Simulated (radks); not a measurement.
Values are calculated unless marked as measured or tabulated.
Numerical settings for neutral thulium, [Xe] 4f13 6s2. Code: a radial shooting solver on a logarithmic mesh with Libxc functionals. Model: Dirac Kohn-Sham, PBE, spin-unpolarised, spherical densities, finite nucleus; open shells fill j = l - 1/2 first; Fermi nuclear charge, rms radius 5.2256 fm. The defaults (mesh step 0.008 in ln r, mesh end at 40 bohr or more with all orbitals vanishing there, Anderson mixing 0.5 over 9 steps, residual threshold near 1e-9 with the energy settled to 1e-9 hartree or 1e-11 of itself, here a cap of 66 iterations) give E = -13580.7078 hartree and 4f7/2 at -2.542 eV in 28 iterations. Run on one thread of a shared host, so times are rough (Arm Neoverse V1): 0.31 s of CPU time, 0.31 s wall, 28 iterations on 2440 mesh points. Changes against that run (0 stands for a change within the tolerance of the run):

| setting | iterations | converged | E (mhartree) | e(4f7/2) (meV) | CPU (s) |
|---|---|---|---|---|---|
| mesh step in ln r 0.2 | 4 | no | diverged | - | 0.01 |
| mesh step in ln r 0.12 | 4 | no | diverged | - | 0.01 |
| mesh step in ln r 0.005 | 7 | no | diverged | - | 0.17 |
| mesh end (bohr) 12 | 18 | yes | +0.283 | +27.4 | 0.19 |
| mesh end (bohr) 20 | 18 | yes | 0 | +0.0149 | 0.19 |
| residual threshold 1e-05 | 24 | yes | 0 | -0.105 | 0.28 |
| residual threshold 0.01 | 23 | yes | 0 | +2.86 | 0.28 |
| mixing 1.5 | 33 | yes | 0 | 0 | 0.41 |
| linear mixing, mixing 0.8 | 66 | no | +1.66e+05 | +2.55e+03 | 1.8 |
| linear mixing, mixing 0.05 | 66 | no | +0.153 | -75.5 | 0.6 |
| mixing history 2 | 36 | yes | 0 | 0 | 0.32 |
| iteration cap 8 | 8 | no | +382 | -1.68e+04 | 0.11 |

No run marked as converged misses the energy by more than 1 mhartree. A mesh that ends early acts as a hard wall.
